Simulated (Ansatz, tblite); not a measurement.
Cost and result up the ladder for [ReS4]- (ReS₄⁻) (5 atoms). Charge -1, multiplicity 1. Geometry: PBE0-D4/def2-SVPD.

Cartesian coordinates in Å:
```
Re 0.000 0.000 0.000
S -1.767 -1.206 -0.210
S -0.489 1.811 1.050
S 0.771 0.484 -1.947
S 1.486 -1.089 1.107
```

Ansatz on 4 threads of Arm Neoverse V1 on a shared host; xTB runs through tblite on one thread. Times are rough, summed over both states, and most runs start from the orbitals of an earlier one. No level here is sound enough to serve as a yardstick. The other state is a triplet.

In the def2 sets Re takes a core potential; there is no spin–orbit coupling. The xTB rows come from tblite.

xTB has no spin-polarisation term.

```tsv
level	functions	wall time	vertical triplet (eV)	remarks
GFN1-xTB	45	0.014 s	1.90	–
GFN2-xTB	45	0.015 s	1.36	–
PBE-D4/def2-TZVPD	227	14 s	1.91	HOMO above zero (triplet)
r2SCAN-D4/def2-TZVPD (with forces)	227	60 s	1.88	–
```
